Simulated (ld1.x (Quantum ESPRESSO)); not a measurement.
## neon (Ne): one change to a TM potential, before and after

ld1.x (Quantum ESPRESSO) 7.5 input, shortened:

```
&input
   title='Ne', zed=10., rel=1, dft='PBE', iswitch=3,
   config='[Ne] 3d-2'
 /
 &inputp
   pseudotype=2, tm=.true., lloc=-1, rcloc=0.50,
   nlcc=.true., new_core_ps=.true.
 /
3
2S  1  0   2.00   0.00  0.50  0.50  0.0
2P  2  1   6.00   0.00  0.80  0.80  0.0
3D  3  2  -2.00   0.45  0.80  0.80  0.0
 &test
   configts(1)='2s2 2p6'
 /
```

All-electron outer shells of the reference configuration (PBE, scalar-relativistic, ld1.x):

```csv
shell,level (eV),outermost node (bohr),outermost maximum (bohr)
1s,-830.80,–,0.10
2s,-36.40,0.22,0.68
2p,-13.33,–,0.62
```

Change: all radii but the core radius scaled by about 0.85 (s 0.42, p 0.68, d 0.68 bohr); local potential all-electron potential smoothed inside 0.42 bohr (lloc = -1).

Cutoffs: the cutoffs (Ry, on a coarse ladder) from which the occupation-weighted sum of valence levels, in a spherical-Bessel basis at the reference potential, stays within 10 and 1 mRy of its value at 400 Ry; they do not see the model core or the augmentation charge, which bear on the density cutoff. Errors are all-electron minus pseudo energies relative to the spin-unpolarised reference configuration.

Problem. What does the change do?

Solution. Of the 6 tests that both files solve, the error grows in 1 and shrinks in 4 by more than 15 % and 0.3 meV (median size 9.6 → 13.6 meV); neither file shows a bound ghost.

```csv
quantity,base,changed
"cutoffs, loose and tight","300 Ry, over 300 Ry",not determined
bound ghosts,none,none
"error for 2s2 2p5, meV [ΔE 22.48 eV]",-0.8,-0.5
"error for 2s2 2p4, meV [ΔE 65.74 eV]",+13,+11
"error for 2s2 2p3, meV [ΔE 133.17 eV]",+79,+64
"error for 2s1 2p6, meV [ΔE 45.88 eV]",+6.6,+16
"error for 2s2 2p2, meV [ΔE 227.80 eV]",+281,+215
"error for 2s2 2p5.5, meV [ΔE 8.87 eV]",-0.9,-0.8
```
